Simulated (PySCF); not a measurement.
## From computed data to an observable: dipole moment from atomic charges

Al(SeH)3 (AlH3Se3), SMILES [SeH][Al]([SeH])[SeH]. Atoms are numbered in the order given.

```xyz
7

Al     0.0200     0.0023     0.0027
Se    -2.2181    -0.6152    -0.0666
H     -1.9253    -1.9333     0.5319
Se     0.5004     2.2288    -0.4619
H      1.9499     1.9635    -0.5529
Se     1.6299    -1.5981     0.5099
H      2.7018    -0.5886     0.6170
```

Coordinates come from a B3LYP-D3(BJ)/def2-SVP optimisation. The values are those of a single conformer.

Charges (e) from PySCF with PBE/def2-TZVP:

```
atom  Mulliken     IAO
----  --------  ------
Al1      0.358   0.516
Se2     -0.252  -0.248
H3       0.130   0.078
Se4     -0.243  -0.246
H5       0.123   0.075
Se6     -0.241  -0.251
H7       0.123   0.076
```

The dipole moment of the full density is 1.02 D.

Task: What dipole moment does each set of point charges give, and which comes closer to that of the density?

Result: 
μ = Σ q r, and 1 e Å = 4.8032 D.
Mulliken: Σ q r = (0.374, -0.083, 0.084) e Å, |μ| = 1.88 D.
IAO: Σ q r = (0.230, -0.042, 0.050) e Å, |μ| = 1.15 D.
IAO comes closer in size. Point charges leave out the atoms' own dipoles (lone pairs, polarised bonds); fits to the potential absorb them, partitions of the density don't.
